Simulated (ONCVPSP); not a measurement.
## Which change was made? (Br, ONCV)

ONCVPSP 4.0.1 input, shortened (lines: element, Z, core and valence counts, functional; n l f; lmax; l rc ep ncon nbas qcut; lloc lpopt rc5 dvloc0; l nproj debl; icmod fcfact rcfact), PBEsol, scalar-relativistic:

```
  Br 35.00    6    2  -116133      upf
    1    0    2.00
    2    0    2.00
    2    1    6.00
    3    0    2.00
    3    1    6.00
    3    2   10.00
    4    0    2.00
    4    1    5.00
    1
    0    1.45    0.00    4    8    4.40
    1    1.80    0.00    4    9    4.10
    0    5    1.45    0.00
    0    0    1.20
    1    2    3.70
    0    0.00    0.00
```

Cutoffs, loose and tight: the cutoffs (Ha) at which the residual kinetic energy of the hardest occupied pseudo-wave falls to 1 and 0.1 mHa per electron. They do not see the model core or the augmentation charge, which bear on the density cutoff. Test errors are all-electron minus pseudo excitation energies from the reference, over the configurations 4s2 4p4; 4s2 4p3; 4s2 4p2; 4s1 4p6; variants that change the core or the reference have their own tests.

The base gives: outcome: generated; cutoff, loose: 32 Ha; cutoff, tight: 75 Ha; bound ghosts: none; GHOST(+) flags above zero: none; largest test error (meV): -50.

(1) After one change the result is: outcome: generated; cutoff, loose: 73 Ha; cutoff, tight: 86 Ha; bound ghosts: none; GHOST(+) flags above zero: none; largest test error (meV): -33. Which change was it?
A. s: qcut 5; p: qcut 4.7
B. s: qcut 3.1; p: qcut 2.9
C. s: qcut 3.7; p: qcut 3.4
D. s: qcut 4.5; p: qcut 4.2

Results:

(1) B. The others give: s: qcut 5; p: qcut 4.7 → outcome: generated; cutoff, loose: 13 Ha; cutoff, tight: 51 Ha; bound ghosts: none; GHOST(+) flags above zero: p; largest test error (meV): -46 | s: qcut 3.7; p: qcut 3.4 → outcome: generated; cutoff, loose: 67 Ha; cutoff, tight: 82 Ha; bound ghosts: none; GHOST(+) flags above zero: none; largest test error (meV): -45 | s: qcut 4.5; p: qcut 4.2 → outcome: generated; cutoff, loose: 23 Ha; cutoff, tight: 73 Ha; bound ghosts: none; GHOST(+) flags above zero: none; largest test error (meV): -50.
